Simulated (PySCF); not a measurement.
Si(F)(Cl)2(vinyl) (C2H3Cl2FSi), SMILES C=C[Si](F)(Cl)Cl.

The structure is a stationary point at PBE0-D3(BJ)/def2-SVP. One conformer was computed; it need not be the lowest.

Two levels are set side by side: TDA-PBE/def2-SVPD (PySCF) and TDA-PBE0/def2-SVPD (PySCF). Vertical, same geometry. The lowest singlet is HOMO−1→LUMO 88 % with PBE and HOMO−1→LUMO 91 % with the other functional; states are paired by order. Differences are taken from unrounded values.

| quantity | TDA-PBE0 |
|---|---|
| lowest singlet excitation (eV) | 6.71 |
| lowest triplet excitation (TDA) (eV) | 4.15 |
| first bright state (f over 0.05) (eV) | 7.08 |
| its oscillator strength | 0.08 |

Task: What does TDA-PBE give, and how far is it from TDA-PBE0? (The exact figures need the calculation; the answer reports its results.)

Result: 
```json
[
 {"quantity": "lowest singlet excitation (eV)", "TDA-PBE": "5.80", "TDA-PBE minus TDA-PBE0": "-0.92"},
 {"quantity": "lowest triplet excitation (TDA) (eV)", "TDA-PBE": "4.29", "TDA-PBE minus TDA-PBE0": "0.14"},
 {"quantity": "first bright state (f over 0.05) (eV)", "TDA-PBE": "7.46", "TDA-PBE minus TDA-PBE0": "0.38"},
 {"quantity": "its oscillator strength", "TDA-PBE": "0.09", "TDA-PBE minus TDA-PBE0": "0.01"}
]
```

A lower first singlet is the usual sign of a functional without exact exchange. Differences between two approximate levels are no errors against the true value.

Rough cost on one machine, each run with all the roots and properties that it gave: TDA-PBE0 against TDA-PBE about 3 times.
